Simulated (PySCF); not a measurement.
**Working with the constants of MnH**

PBE0 constants of MnH, ⁷Σ⁺ (septet), unpaired electrons σ ↑↑, π ↑↑, δ ↑↑ (Mn def2-TZVP, H def2-TZVP; no relativity (PySCF 2.14); masses 54.9380 and 1.0078 u):

| Item | Value |
| --- | --- |
| ωe | 1532.7 cm⁻¹ |
| ωexe | 23.9 cm⁻¹ |
| Be | 5.6724 cm⁻¹ |
| αe | 0.151 cm⁻¹ |
| D (centrifugal) | 0.000311 cm⁻¹ |
| De to Mn (3d5 4s2) + H | 1.79 eV |

Task: Give the vibrational terms G(v) and spacings up to v = 6.

Result: G(v) = ωe(v+½) − ωexe(v+½)².

```csv
v,G(v) (cm⁻¹),G(v) − G(v−1),Bv (cm⁻¹)
0,760,,5.597
1,2245,1485,5.446
2,3682,1437,5.295
3,5072,1389,5.144
4,6413,1342,4.993
5,7707,1294,4.842
6,8953,1246,4.691
```

Task: How well does the Morse estimate ωe²/(4ωexe) reproduce De, and what is D0?

Result: It gives 3.05 eV, 170 % of the computed De. D0 = De − G(0) = 1.79 − 0.09 = 1.70 eV.

Measured values (Huber and Herzberg, Constants of Diatomic Molecules (1979)): ωe = 1548.0 cm⁻¹, ωexe = 28.8 cm⁻¹, Be = 5.6841 cm⁻¹, αe = 0.157 cm⁻¹.

The metal atom is held in its measured ground configuration; semilocal functionals can put another filling of s and d lower by some tenths of an eV, and De to that atom would be smaller. The state is the lowest single determinant that the PBE0 search found; with open d or f shells the true ground state can be another one.
